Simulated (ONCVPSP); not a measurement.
# What one change does to a pseudopotential (manganese, ONCV)

| Property | Result |
| --- | --- |
| Element | Mn (Z = 25) |
| Generator | ONCVPSP 4.0.1 |
| Type | optimised norm-conserving Vanderbilt (ONCV) |
| Functional | PBE |
| Relativity | scalar-relativistic |
| Frozen core | [Ne] |
| Valence charge | 15 |
| Reference configuration | 3s2 3p6 3d5 4s1.75 (charge +0.25) |
| Partial waves | 3s+4s: rc 1.30 bohr, ncon 3, nbas 6, qcut 10.9 1/bohr, 2 projectors; 3p: rc 0.90 bohr, ncon 4, nbas 8, qcut 8.7 1/bohr, 1 projector; 3d: rc 1.25 bohr, ncon 4, nbas 8, qcut 10.4 1/bohr, 2 projectors, debl 1.1 Ha; f scattering state at 0.32 Ha: rc 1.10 bohr, ncon 4, nbas 7, qcut 9.8 1/bohr, 2 projectors, debl 1.8 Ha |
| Local potential | polynomial inside 0.85 bohr (lpopt 5, dvloc0 0 Ha) |
| Core correction | Teter function, parameters optimised by the program |

Change: functional Wu-Cohen.

Cutoffs: the cutoffs (Ha) at which the residual kinetic energy of the hardest occupied pseudo-wave falls to 1 and 0.1 mHa per electron; they do not see the model core or the augmentation charge, which bear on the density cutoff. Errors are all-electron minus pseudo energies relative to the spin-unpolarised reference configuration.

Predict the effect on cutoff, ghosts and configuration errors.

The potential gets neither clearly harder nor softer (49 Ha and 218 Ha → 49 Ha and 218 Ha); of the 4 tests that both files solve, the error grows in 1 and shrinks in 2 by more than 15 % and 0.3 meV (median size 5.7 → 8.2 meV); neither file shows a bound ghost.

```tsv
quantity	base	changed
cutoff, loose	49 Ha	49 Ha
cutoff, tight	218 Ha	218 Ha
loose cutoff by channel	s 37 Ha, p 36 Ha, d 49 Ha	s 37 Ha, p 32 Ha, d 49 Ha
bound ghosts	none	none
GHOST(+) flags under 300 eV	none	none
error for 3s2 3p6 3d5 4s2, meV [ΔE -1.48 → -1.48 eV]	-0.1	+0.3
error for 3s2 3p6 3d5 4s1, meV [ΔE 6.94 → 6.96 eV]	-4.8	+1.9
error for 3s2 3p6 3d5 4s0, meV [ΔE 22.54 → 22.44 eV]	-55	-42
error for 3s2 3p6 3d5 4s0 4p1, meV [ΔE 11.68 → 11.75 eV]	+6.6	+15
s: phases at 1.32 bohr within 0.05 rad from the reference energy up to (Ha; the scan ends near 5)	to the end of the scan	to the end of the scan
p: phases at 0.92 bohr within 0.05 rad from the reference energy up to (Ha; the scan ends near 5)	to the end of the scan	to the end of the scan
d: phases at 1.27 bohr within 0.05 rad from the reference energy up to (Ha; the scan ends near 5)	to the end of the scan	to the end of the scan
f: phases at 1.12 bohr within 0.05 rad from the reference energy up to (Ha; the scan ends near 5)	to the end of the scan	to the end of the scan
rms error of d²Exc/dni dnj with the model core, mHa	0.58	0.52
```
